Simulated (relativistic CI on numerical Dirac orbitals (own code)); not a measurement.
# One change at a time: Dy LII

Base calculation: Dirac-Coulomb-Breit CI, separate exchange-only KLI orbitals for each configuration, model QED (radiative potential, 1s self-energy scaled to tabulated hydrogen-like ionisation energies), unscaled Slater integrals.

Configuration list (outside the closed core [Ne]): 3s2 3p3, 3s 3p4, 3s2 3p2 3d, 3p5, 3s 3p3 3d, 3p4 3d, 3s 3p2 3d2, 3s2 3p 3d 4p, 3p4 4s, 3s 3p2 3d 4s, 3s2 3p2 4s, 3p4 4p, 3s2 3p 3d2, 3s2 3d3, 3s 3p 3d3, 3s2 3d2 4s, 3p3 3d2, 3p2 3d3, 3p2 3d2 4s, 3s2 3p 3d 4s, 3s 3p 3d2 4s, 3s2 3d 4s2, 3s 3p2 3d 4p, 3s 3p 3d2 4p, 3p2 3d2 4p, 3s 3p 3d 4s 4p. Double excitations out of closed p, d and f shells are left out; levels of such configurations are missing from the list, as are those of other unlisted configurations, and high levels can miss mixing partners.

Variants: (1) Breit term removed; (2) only the first 3 configurations. Shifts of the energy above 3s2 3p3 2P°_3/2, in eV, for the lowest level and the first level of each name with at least 55 % of one term (blank where a level changes its place among those of its configuration and J or its character, or is not in the variant):

```
             Level     Base    Δ(1)    Δ(2)
   3s2 3p3 2P°_3/2    0.000   0.000   0.000
   3s2 3p3 2D°_5/2  204.529  +2.850  +0.717
   3s2 3p3 2P°_1/2  217.812  +2.299  +1.824
     3s 3p4 4P_5/2  339.949  +0.431  -1.944
 3s2 3p2 3d 4D_1/2  392.904  +3.280  -1.474
 3s2 3p2 3d 2G_9/2  449.642  +5.783  -1.910
 3s2 3p2 3d 2F_7/2  471.121  +5.523  -0.545
     3s 3p4 4P_3/2  545.831  +2.625  -0.522
     3s 3p4 2D_5/2  560.724  +3.237  -0.046
 3s2 3p2 3d 4F_9/2  648.414  +7.846  -0.513
3s2 3p 3d2 4G°_7/2  649.962  +6.281
```

At this charge energies of transitions that change n are usually good to better than 1 %, and those within a shell (Δn = 0) to a few per cent.

Ionisation energy from the two ground configurations alone: base 4629.18 eV; Breit term removed 4633.13 eV. The NIST ASD value (theoretical) is 4629 eV.

LS names give the leading component of a level, which can be under half, so a name can repeat, a term be missing and a line seem to break the LS rules.
